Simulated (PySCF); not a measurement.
Compound: SiH2Me(NMeEt), C4H13NSi.
SMILES: `CCN(C)[SiH2]C`

The closed-shell ground state was solved at several levels (PySCF, density fitting, gas phase, non-relativistic). One conformer (not necessarily the lowest) at the PBE0-D3(BJ)/def2-SVP geometry, without solvent, vibrations or thermal averaging.

```csv
level,basis functions,total energy (Eh),HOMO (eV),LUMO (eV),gap (eV),dipole (D)
PBE0/pcSseg-1,174,-504.0863,-6.17,1.30,7.47,0.85
wB97X-D/pcSseg-1,174,-504.4033,-8.03,3.09,11.12,0.86
```

**Question.** What might wB97X-D/def2-SVPD (228 basis functions) give for the same quantities?

**Answer.** Total energy -504.2079 Eh, HOMO -8.04 eV, LUMO 2.23 eV, gap 10.27 eV, dipole 0.81 D.

**Question.** Over all these levels, which gives the widest orbital gap and which the narrowest?

**Answer.** wB97X-D/pcSseg-1 (range-separated hybrid) has the widest, 11.12 eV, and PBE0/pcSseg-1 (global hybrid, 25 % exact exchange) the narrowest, 7.47 eV. The two share the basis. From the narrowest to the widest the HOMO moves by -1.86 eV and the LUMO by +1.79 eV.

**Question.** How far do the dipole and the HOMO energy spread over the levels?

**Answer.** The dipole runs from 0.81 to 0.86 D (mean 0.84 D) and the HOMO from -8.04 to -6.17 eV.

The pairwise dispersion term of wB97X-D wasn't added to the energies; at a given geometry it leaves orbitals and properties as they are.
